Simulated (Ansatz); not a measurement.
Calculated with Ansatz (gas phase, PBE0-D4/def2-TZVP geometries, no zero-point term in ΔE). CCSD(T)/CBS is the MP2 limit (def2-TZVPP, def2-QZVPP) plus CCSD(T) − MP2 in def2-TZVPP, frozen cores. For Ge outer-core shells are correlated without core-valence functions, which leaves a few kJ/mol of doubt a bond. Scalar relativity is left out up to krypton. One conformer a species, not always the lowest.

`C[SiH2][B](C)[AlH2]` + `[CH3][AlH][GeH3]` → `[CH3][AlH][SiH2]C` + `C[B]([AlH2])[GeH3]`  (redistribution)

```tsv
species	CCSD/def2-TZVPP energy (Eh)
`C[SiH2][B](C)[AlH2]`	-637.84402
`[CH3][AlH][GeH3]`	-2359.81510
`[CH3][AlH][SiH2]C`	-612.50407
`C[B]([AlH2])[GeH3]`	-2385.14934
```

Task: Work out ΔE.

Result: ΔE = (-612.50407) + (-2385.14934) − (-637.84402) − (-2359.81510) = 0.00571 Eh = +15.0 kJ/mol. CCSD(T)/CBS gives +15.6 kJ/mol.

Largest T1 diagnostic among the species: 0.012.
